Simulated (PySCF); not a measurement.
C₃H₇ClSi, SMILES C[SiH2]/C=C/Cl.

Geometry optimised at ωB97X-D3(BJ)/def2-SVP. The structure was generated by enumeration; whether it is a known compound was not checked. One conformer was computed; it need not be the lowest.

All values below come from PySCF with TDA-B3LYP/def2-SVPD.

Vertical excitations. Isolated molecule, no solvent.

Problem. Estimate the UV-visible absorptions. (The exact figures need the calculation; the answer reports its results.)

Solution. 
```json
[
 {"state": "S1", "energy (eV)": "6.40", "λ (nm)": "194", "f": "0.475", "main pairs": "HOMO→LUMO 84 %"},
 {"state": "S2", "energy (eV)": "6.46", "λ (nm)": "192", "f": "0.003", "main pairs": "HOMO−1→LUMO 99 %"},
 {"state": "S3", "energy (eV)": "6.57", "λ (nm)": "189", "f": "0.004", "main pairs": "HOMO→LUMO+1 57 %, HOMO→LUMO+2 37 %"},
 {"state": "S4", "energy (eV)": "6.99", "λ (nm)": "177", "f": "0.003", "main pairs": "HOMO→LUMO+2 38 %, HOMO→LUMO+1 32 %, HOMO→LUMO+3 27 %"},
 {"state": "S5", "energy (eV)": "7.05", "λ (nm)": "176", "f": "0.003", "main pairs": "HOMO−3→LUMO 56 %, HOMO−2→LUMO 17 %, HOMO−4→LUMO 13 %"},
 {"state": "S6", "energy (eV)": "7.16", "λ (nm)": "173", "f": "0.005", "main pairs": "HOMO→LUMO+3 63 %, HOMO→LUMO+2 15 %"},
 {"state": "S7", "energy (eV)": "7.32", "λ (nm)": "169", "f": "0.009", "main pairs": "HOMO−2→LUMO 62 %, HOMO−3→LUMO 27 %"},
 {"state": "S8", "energy (eV)": "7.49", "λ (nm)": "166", "f": "0.001", "main pairs": "HOMO→LUMO+4 77 %, HOMO→LUMO+5 20 %"},
 {"state": "S9", "energy (eV)": "7.53", "λ (nm)": "165", "f": "0.006", "main pairs": "HOMO−4→LUMO 70 %, HOMO−2→LUMO 17 %"},
 {"state": "S10", "energy (eV)": "7.76", "λ (nm)": "160", "f": "0.008", "main pairs": "HOMO→LUMO+5 69 %, HOMO→LUMO+4 19 %"},
 {"state": "T1", "energy (eV)": "4.03", "λ (nm)": "308", "f": "0", "main pairs": "HOMO→LUMO 92 %"},
 {"state": "T2", "energy (eV)": "6.12", "λ (nm)": "203", "f": "0", "main pairs": "HOMO→LUMO+1 41 %, HOMO→LUMO+2 39 %, HOMO−1→LUMO 7 %"},
 {"state": "T3", "energy (eV)": "6.25", "λ (nm)": "199", "f": "0", "main pairs": "HOMO−1→LUMO 79 %"},
 {"state": "T4", "energy (eV)": "6.60", "λ (nm)": "188", "f": "0", "main pairs": "HOMO−3→LUMO 48 %, HOMO−2→LUMO 20 %, HOMO−4→LUMO 17 %, HOMO−1→LUMO 12 %"}
]
```
Triplets are in the Tamm–Dancoff approximation.
